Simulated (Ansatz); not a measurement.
An input meant for `c1ccc2cc3ccccc4cc(c1)c2c43` with charge +1 (charge 1, doublet; atoms displaced at random, 0.08 Å in each coordinate).

```yaml
crystal:
  periodic: [false, false, false]
  atoms:
    - {symbol: C, position_ang: [3.559676, -0.305901, 0.152203]}
    - {symbol: C, position_ang: [3.439089, 1.006837, -0.286057]}
    - {symbol: C, position_ang: [2.445628, 1.963376, -0.536775]}
    - {symbol: C, position_ang: [0.849846, 1.400006, -0.395205]}
    - {symbol: C, position_ang: [-0.207783, 2.188510, -0.410138]}
    - {symbol: C, position_ang: [-1.293198, 1.184440, -0.306898]}
    - {symbol: C, position_ang: [-2.653661, 1.481017, -0.301461]}
    - {symbol: C, position_ang: [-3.737993, 0.342853, -0.085175]}
    - {symbol: C, position_ang: [-3.559321, -1.043035, 0.272400]}
    - {symbol: C, position_ang: [-2.314027, -1.695569, 0.547632]}
    - {symbol: C, position_ang: [-1.121418, -1.419491, 0.273911]}
    - {symbol: C, position_ang: [0.204397, -2.205964, 0.605589]}
    - {symbol: C, position_ang: [1.308426, -1.328887, 0.152433]}
    - {symbol: C, position_ang: [0.748006, 0.103725, 0.298261]}
    - {symbol: C, position_ang: [0.748006, 0.053725, -0.001739]}
    - {symbol: C, position_ang: [-0.629922, -0.215553, 0.031170]}
    - {symbol: H, position_ang: [4.677337, -0.738006, 0.099315]}
    - {symbol: H, position_ang: [4.460098, 1.669292, -0.454934]}
    - {symbol: H, position_ang: [2.369166, 2.914974, -0.790010]}
    - {symbol: H, position_ang: [-0.225968, 3.194135, -0.746268]}
    - {symbol: H, position_ang: [-3.044094, 2.381858, -0.674021]}
    - {symbol: H, position_ang: [-4.737990, 0.556361, -0.177966]}
    - {symbol: H, position_ang: [-4.548431, -1.571623, 0.469102]}
    - {symbol: H, position_ang: [-2.483266, -2.869777, 0.799034]}
    - {symbol: H, position_ang: [0.390340, -3.164441, 0.840634]}
    - {symbol: H, position_ang: [3.004554, -2.335543, 0.698500]}
basis:
  gaussian: {orbitals: "6-31++G**"}
total_charge: 1
magnetization: {spin_polarized: true, initial_magnetization: 1}
hamiltonian: {xc: {name: rPW86-PBE}, dispersion: d4}
scf: {lower_state_search: off}
output: {forces: true}
```

```sh
$ ansatz run in.yaml --threads 4 --pin off --events-out ev --progress --plain --max-ram 6963MiB
```

Shortened log:

```
Functional definition: rPW86-PBE
3620 factors; their error is unknown
mean field evaluation 1: about -16182.6109 eV, gradient 1.6e2 eV
mean field evaluation 2: about -13455.6519 eV, gradient 4.7e2 eV
mean field evaluation 4: about -15731.9742 eV, gradient 2.9e2 eV
mean field evaluation 8: about -16319.1343 eV, gradient 1.8e1 eV
mean field evaluation 16: about -16323.4775 eV, gradient 7.0e-1 eV
a density is far from that of the atoms, so the factors are made again for it
3458 factors; integrals over basis functions are off by at most 1.4e-3 eV
mean field evaluation 32: about -16323.5889 eV, gradient 2.3e-6 eV
mean field -16323.58889870 eV, -599.8808275014 hartree, gradient 3.0e-6 eV, S^2 1.478590; 0 other end points of the search recorded, 1 dependent functions left out
reference -16323.58918698 eV, -599.8808380952 hartree; 53, 52 occupied and 310, 311 virtual orbitals, 3458 factors
Total energy: -16324.71736602 eV, -599.9222979103 hartree
Atom 0 at     3.559676    -0.305901     0.152203 Å, force     2.965874    -0.096466    -0.636672 eV/Å
Atom 1 at     3.439089     1.006837    -0.286057 Å, force     1.870702     2.527200    -0.323730 eV/Å
Atom 2 at     2.445628     1.963376    -0.536775 Å, force    -4.963599    -8.196756     1.968001 eV/Å
Atom 3 at     0.849846     1.400006    -0.395205 Å, force    10.575700    15.977298    -9.306115 eV/Å
Atom 4 at    -0.207783     2.188510    -0.410138 Å, force    -3.516803    -3.673545    -0.856947 eV/Å
Atom 5 at    -1.293198     1.184440    -0.306898 Å, force     2.158369    -0.347082     2.027028 eV/Å
Atom 6 at    -2.653661     1.481017    -0.301461 Å, force    -3.025476    -6.141862     0.392122 eV/Å
Atom 7 at    -3.737993     0.342853    -0.085175 Å, force     5.102421     1.088953     0.099223 eV/Å
Atom 8 at    -3.559321    -1.043035     0.272400 Å, force     0.379140     0.989859     0.668152 eV/Å
Atom 9 at    -2.314027    -1.695569     0.547632 Å, force   -11.189248    -6.236579     1.292448 eV/Å
Atom 10 at    -1.121418    -1.419491     0.273911 Å, force    11.064994    -0.598728     1.209974 eV/Å
Atom 11 at     0.204397    -2.205964     0.605589 Å, force     0.356459     6.802749    -3.709419 eV/Å
Atom 12 at     1.308426    -1.328887     0.152433 Å, force     5.005777   -15.404104     0.040665 eV/Å
Atom 13 at     0.748006     0.103725     0.298261 Å, force     4.501252   502.238542  3040.855181 eV/Å
Atom 14 at     0.748006     0.053725    -0.001739 Å, force     1.157233  -499.327881 -3028.173648 eV/Å
Atom 15 at    -0.629922    -0.215553     0.031170 Å, force   -17.264140     3.759934    -4.999947 eV/Å
Atom 16 at     4.677337    -0.738006     0.099315 Å, force    -2.672914     0.445098     0.342831 eV/Å
Atom 17 at     4.460098     1.669292    -0.454934 Å, force    -1.575025    -2.058457     0.574097 eV/Å
Atom 18 at     2.369166     2.914974    -0.790010 Å, force     0.432586     4.415892    -1.222245 eV/Å
Atom 19 at    -0.225968     3.194135    -0.746268 Å, force    -0.205509     1.141045     0.281635 eV/Å
Atom 20 at    -3.044094     2.381858    -0.674021 Å, force    -0.328012     1.503101    -0.277415 eV/Å
Atom 21 at    -4.737990     0.556361    -0.177966 Å, force    -2.399799     1.325388    -0.429610 eV/Å
Atom 22 at    -4.548431    -1.571623     0.469102 Å, force     1.469487     0.307959    -0.268702 eV/Å
Atom 23 at    -2.483266    -2.869777     0.799034 Å, force     0.268711     2.540697    -0.247362 eV/Å
Atom 24 at     0.390340    -3.164441     0.840634 Å, force     0.359641    -3.507595     1.034812 eV/Å
Atom 25 at     3.004554    -2.335543     0.698500 Å, force    -0.527821     0.525340    -0.334358 eV/Å
Dipole moment:    -0.520232     0.327257    -0.032473 e Å
Checks for a lower state left out: stability, starts, cluster_reference, orbital_swaps, neighbouring_geometries, increment
```

Task: What is wrong with this run?

Result: One atom was put on top of another. The run converged. The result belongs to that input, not to the species as meant. The charge 1 doublet is spin-contaminated (final ⟨S²⟩ up to 1.48, 0.75 for a pure state).
